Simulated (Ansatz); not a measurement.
`[NH2][Hf]([NH2])([OH])[F]` + HCl → `[NH2][Hf]([NH2])([OH])[Cl]` + H–F  (ligand exchange at the Hf–F bond)

Gas-phase electronic energies from Ansatz, PBE0-D4/def2-TZVP geometries. CCSD(T)/CBS is the MP2 limit (def2-TZVPP, def2-QZVPP) plus CCSD(T) − MP2 in def2-TZVPP, frozen cores. This one scheme is used for every species. Functionals use def2-TZVPP. def2 core potentials past Kr. For Hf outer-core shells are correlated without core-valence functions, which leaves a few kJ/mol of doubt a bond. Each species was taken in one conformer, which may not be the lowest.

```tsv
level	ΔE (kcal/mol)	difference from CCSD(T)/CBS
PBE-D4	3.0	2.0
revPBE-D4	3.0	2.0
ωB97X-V	3.6	2.6
BLYP	5.8	4.8
BHLYP	3.1	2.1
CCSD/def2-SVP	5.3	4.3
HF/def2-TZVPP	1.9	0.9
SCS-MP2/def2-TZVPP	1.7	0.7
CCSD/def2-TZVPP	2.1	1.1
HF/CBS(def2)	2.1	1.1
CCSD(T)/CBS	1.0	0
```

Largest T1 diagnostic among the species: 0.015.

At CCSD(T), def2-SVP lies +4.1 kcal/mol from the extrapolated value and def2-TZVPP +0.7 kcal/mol. From PBE to PBE0 (25 % exact exchange), in def2-TZVPP and without D4, ΔE moves by −1.7 kcal/mol.
